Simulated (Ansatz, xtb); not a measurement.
# Two isomers of C4H2N2O

Structure I: `N#C[C@@H]1O[C@H]1C#N`, a singlet. Structure II: `N#C[C@@H]1O[C@@H]1C#N`, a singlet. Both are isolated molecules in the gas phase, relaxed with PBE-D3(BJ)/def2-SVP.

I (Å):

```xyz
9

C    -1.2072    0.1410   -3.8075
C    -0.7590    1.1749   -2.8928
C    -1.4488    1.3547   -1.5780
C    -1.5367    2.6761   -0.9839
N    -1.5608   -0.6876   -4.5560
N    -1.6172    3.7373   -0.4949
O    -0.1569    0.7572   -1.6691
H    -0.3046    2.0629   -3.3728
H    -2.2784    0.6679   -1.3224
```

II (Å):

```xyz
9

C    -2.2293    2.0810   -3.3425
C    -1.3497    0.9457   -3.1340
C    -0.5846    0.7757   -1.8596
C    -0.6907    1.7391   -0.7794
N    -2.9371    2.9912   -3.5470
N    -0.7445    2.5038    0.1058
O    -1.7321   -0.0176   -2.1547
H    -0.8979    0.5377   -4.0594
H     0.3897    0.2516   -1.9145
```

Quicker runs give these differences E(II) − E(I): GFN2-xTB +0.80 kcal/mol; HF/STO-3G +0.63 kcal/mol (at GFN2-xTB geometries); r2SCAN-D4/def2-SVP +1.04 kcal/mol (at GFN2-xTB geometries).

Q: Estimate E(II) − E(I) at the level CCSD(T)/def2-SVP + ΔMP2/def2-TZVPP.

A: CCSD(T)/def2-SVP + ΔMP2/def2-TZVPP gives E(II) − E(I) = +0.90 kcal/mol, slightly favouring structure I, which is too small a margin to settle the true order.

The same difference at several levels:

```csv
level,geometry,E(II) − E(I) (kcal/mol),departure from the last row (kcal/mol),"job, with rough time for the two"
GFN2-xTB,GFN2-xTB,+0.80,−0.10,"optimisation, 0.19 s"
HF/STO-3G,GFN2-xTB,+0.63,−0.27,"single point, 0.56 s"
r2SCAN-D4/def2-SVP,GFN2-xTB,+1.04,+0.15,"single point, 2.8 s"
PBE-D3(BJ)/def2-SVP,PBE-D3(BJ)/def2-SVP,+1.03,+0.13,"optimisation, 17 s"
HF/def2-SVP,PBE-D3(BJ)/def2-SVP,+1.52,+0.62,part of the CCSD(T) run
MP2/def2-SVP,PBE-D3(BJ)/def2-SVP,+1.23,+0.33,part of the CCSD(T) run
CCSD(T)/def2-SVP,PBE-D3(BJ)/def2-SVP,+1.36,+0.46,single point
CCSD(T)/def2-SVP + ΔMP2/def2-TZVPP,PBE-D3(BJ)/def2-SVP,+0.90,,"single point, 35 s"
```

As drawn, both hold the same kinds of bond in the same numbers.

The largest departure from CCSD(T)/def2-SVP + ΔMP2/def2-TZVPP is that of HF/def2-SVP, 0.62 kcal/mol. The last row adds to CCSD(T) the change of the MP2 difference between the two basis sets, here −0.46 kcal/mol.

With harmonic frequencies from PBE-D3(BJ)/def2-SVP (ideal gas, rigid rotor, one conformer each, 298.15 K, 1 atm): the zero-point term adds −0.07 kcal/mol; ΔH is +0.81 and ΔG +0.39 kcal/mol.

The correlated steps freeze 7 core orbitals. Programs: Ansatz 0.2.0, xtb 6.7.1; the last row on 2 threads of Intel(R) Xeon(R) Platinum 8488C (Sapphire Rapids) on a shared host.
